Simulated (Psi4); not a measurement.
Conformational energy of SMILES Cc1cccc(C(=O)O)c1 (C8H8O2). Scanned: dihedral O8–C7–O9–H17; all other coordinates were relaxed at GFN2-xTB. Points at φ and −φ are mirror images.

Geometry of the scan point at -40° (Å):
```
18

C      2.3995    -1.3107     0.4760
C      1.2693    -0.4046     0.0951
C      1.5242     0.8424    -0.4691
C      0.4890     1.6957    -0.8109
C     -0.8242     1.3200    -0.5982
C     -1.0954     0.0776    -0.0314
C     -2.4792    -0.3799     0.2134
O     -2.7680    -1.4422     0.7038
O     -3.4114     0.5719    -0.0313
C     -0.0477    -0.7757     0.3099
H      3.1649    -1.3184    -0.2974
H      2.8613    -0.9609     1.3994
H      2.0460    -2.3258     0.6351
H      2.5473     1.1449    -0.6425
H      0.7091     2.6582    -1.2486
H     -1.6376     1.9774    -0.8612
H     -4.2259     0.1769    -0.3694
H     -0.2890    -1.7333     0.7474
```

Method: PBE-D3(BJ)/def2-SVP // GFN2-xTB in Psi4.

Scanned values (°): -160, -140, -120, -100, -80, -60, -40, -20, 0, 20, 40, 60, 80, 100, 120, 140, 160, 180.

### Question
Describe the profile: where are the wells and the tops?

### Answer
Lower than their neighbours: 0° (0.0 kJ/mol), 180° (25.5 kJ/mol). Higher than their neighbours: -100° (53.7 kJ/mol), 100° (53.7 kJ/mol). The whole profile spans 53.7 kJ/mol.
